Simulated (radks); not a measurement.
The numbers below are computed, except where a source is named.
Problem. Species: Ta+. Configuration: [Xe] 4f14 5d3 6s1 (the NIST ground configuration). Code: a radial shooting solver on a logarithmic mesh with Libxc functionals. Model: scalar-relativistic Kohn-Sham, BLYP, spin-polarised, spherical densities, finite nucleus; open shells are filled with parallel spins first (spin-orbit coupling, left out, can overturn this in heavy ions); Fermi nuclear charge, rms radius 5.3507 fm. Some entries of the table are withheld. Estimate them.

| orbital | occ. | eigenvalue (eV) | <r> (bohr) | <r^2> (bohr^2) |
|---|---|---|---|---|
| 1s up | 1 | -67360.54 | 0.01867 | 0.0004788 |
| 1s down | 1 | -67360.53 | 0.01867 | 0.0004788 |
| 2s up | 1 | -11579.72 | 0.07896 | 0.007376 |
| 2s down | 1 | -11579.61 | 0.07896 | 0.007376 |
| 2p up | 3 | -10151.39 | 0.07056 | 0.006083 |
| 2p down | 3 | -10151.29 | 0.07056 | 0.006082 |
| 3s up | 1 | -2657.737 | 0.2048 | 0.04796 |
| 3s down | 1 | -2657.706 | 0.2048 | 0.04796 |
| 3p up | 3 | -2232.749 | 0.2049 | 0.04865 |
| 3p down | 3 | -2232.712 | 0.2049 | 0.04865 |
| 3d up | 5 | -1736.083 | 0.1856 | 0.04038 |
| 3d down | 5 | -1736.010 | 0.1856 | 0.04038 |
| 4s up | 1 | -547.0435 | 0.4588 | 0.2377 |
| 4s down | 1 | -546.9404 | 0.4588 | 0.2377 |
| 4p up | 3 | -407.5798 | 0.4877 | 0.2706 |
| 4p down | 3 | -407.4813 | 0.4877 | 0.2706 |
| 4d up | 5 | -228.9131 | 0.5232 | 0.3175 |
| 4d down | 5 | -228.7927 | 0.5230 | 0.3172 |
| 5s up | 1 | -80.2721 | 1.103 | 1.368 |
| 5s down | 1 | -79.1903 | 1.097 | 1.354 |
| 5p up | 3 | (1) | 1.299 | 1.917 |
| 5p down | 3 | (2) | 1.290 | 1.890 |
| 4f up | 7 | -31.5621 | 0.6419 | 0.5263 |
| 4f down | 7 | -31.2765 | 0.6374 | 0.5165 |
| 6s up | 1 | -12.1594 | 3.017 | 10.25 |
| 5d up | 3 | (3) | (4) | 5.245 |
| 5d down | 0 | (5) | (6) | 5.459 |

Solution. 
(1) 5p up eigenvalue (eV): -46.8739
(2) 5p down eigenvalue (eV): -45.4271
(3) 5d up eigenvalue (eV): -11.0484
(4) 5d up <r> (bohr): 2.097
(5) 5d down eigenvalue (eV): -9.1556
(6) 5d down <r> (bohr): 2.127
